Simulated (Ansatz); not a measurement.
Reactions of BrClF2Si, SMILES `F[Si](F)(Cl)Br`.

Calculated with Ansatz (gas phase, PBE0-D4/def2-TZVP geometries, no zero-point term in ΔE). CBS: MP2 limit from def2 TZ/QZ plus the TZ coupled-cluster correction, frozen cores. This one scheme is used for every species, atoms too. DFT in def2-TZVPP. B3LYP here is the variant with VWN-RPA as its local correlation; programs differ in this. Open shells (•) are unrestricted, without spin–orbit coupling. Spin–orbit coupling would lower the free atoms: a little for Cl, F, Si; clearly for Br. Bonds to Br are less sure, by a few kJ/mol each and by 10 to 20 or more in all where they break to atoms, as the def2 sets lack core-valence functions. Scalar relativity is left out up to krypton. One conformer a species, not always the lowest.

```csv
reaction,B3LYP-D4 (kJ/mol)
`F[Si](F)(Cl)Br` + `S[SiH2]Cl` → `F[Si](F)(Cl)S[SiH2]Cl` + HBr,20
`F[Si](F)(Cl)Br` + NH₃ → `N[Si](F)(F)Cl` + HBr,10
`F[Si](F)(Cl)Br` → Br• + Cl• + 2 F• + Si•,1888
`F[Si](F)(Cl)Br` → F• + `F[Si](Cl)Br`•,639
`F[Si](F)(Cl)Br` + H₂ → `F[SiH](F)Cl` + HBr,62
`F[Si](F)(Cl)Br` + H₂O → `O[Si](F)(Cl)Br` + H–F,33
```

**Question.** Give the CCSD(T)/CBS values in the same order. (Estimate.)

**Answer.** The calculation gave: 26, 14, 1951, 672, 65, 33 kJ/mol.

Largest T1 diagnostic: 0.012, for Si•.
